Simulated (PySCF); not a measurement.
C3H12Si3, SMILES [SiH3][SiH2][SiH]1CCC1.

Geometry optimised at PBE0-D3(BJ)/def2-SVP. This is a generated structure with no PubChem entry under its InChIKey; it may be hypothetical. One conformer was computed; it need not be the lowest.

The numbers are results of PBE0-D3(BJ)/def2-SVP run with PySCF 2.14.0, not measurements.

Frequencies are harmonic and unscaled.

Computed vibrational spectrum:
```csv
mode,ν (cm⁻¹),IR (km/mol),moving atoms (share of kinetic energy)
1,40,0.0,"Si 38 %, C 32 %, H 30 %"
2,85,0.2,"Si 51 %, C 31 %, H 18 %"
3,120,0.4,"H 56 %, C 28 %, Si 17 %"
4,124,1.2,"Si 37 %, C 32 %, H 31 %"
5,155,0.4,"H 81 %, Si 10 %, C 9 %"
6,221,3.4,"H 48 %, C 26 %, Si 26 %"
7,338,10.6,"H 90 %, Si 9 %"
8,381,0.5,"Si 82 %, H 14 %"
9,451,9.1,"Si 62 %, H 31 %"
10,468,4.4,"H 51 %, Si 39 %, C 11 %"
11,497,0.0,"H 87 %, Si 13 %"
12,523,5.3,"H 42 %, Si 34 %, C 24 %"
13,587,1.0,"H 70 %, C 26 %"
14,639,4.2,"H 75 %, C 14 %, Si 11 %"
15,663,15.0,"H 69 %, C 18 %, Si 13 %"
16,699,77.6,"H 75 %, Si 19 %"
17,704,202.3,"H 80 %, Si 12 %"
18,709,1.4,"H 68 %, C 21 %, Si 11 %"
19,745,38.0,"H 73 %, Si 16 %, C 12 %"
20,830,9.2,"H 50 %, C 47 %"
21,867,209.4,"H 89 %, Si 9 %"
22,891,115.3,"H 78 %, C 15 %"
23,914,6.6,"H 81 %, C 12 %"
24,934,10.0,"C 56 %, H 43 %"
25,938,28.0,H 98 %
26,939,55.0,H 92 %
27,967,1.5,H 94 %
28,989,5.9,"C 51 %, H 48 %"
29,1084,0.9,"H 64 %, C 36 %"
30,1154,13.7,"H 56 %, C 44 %"
31,1203,5.5,"H 71 %, C 29 %"
32,1236,0.0,"H 84 %, C 16 %"
33,1288,0.4,"H 71 %, C 28 %"
34,1409,14.6,"H 91 %, C 9 %"
35,1427,5.6,"H 92 %, C 8 %"
36,1467,2.4,"H 91 %, C 9 %"
37,2193,56.1,H 97 %
38,2201,179.9,H 97 %
39,2206,35.8,H 96 %
40,2214,33.1,H 99 %
41,2224,116.3,H 96 %
42,2227,113.1,H 96 %
43,3059,30.7,H 95 %
44,3085,13.3,H 94 %
45,3085,2.3,H 94 %
46,3115,23.7,"H 90 %, C 10 %"
47,3161,5.8,"H 90 %, C 10 %"
48,3162,5.0,"H 90 %, C 10 %"
```
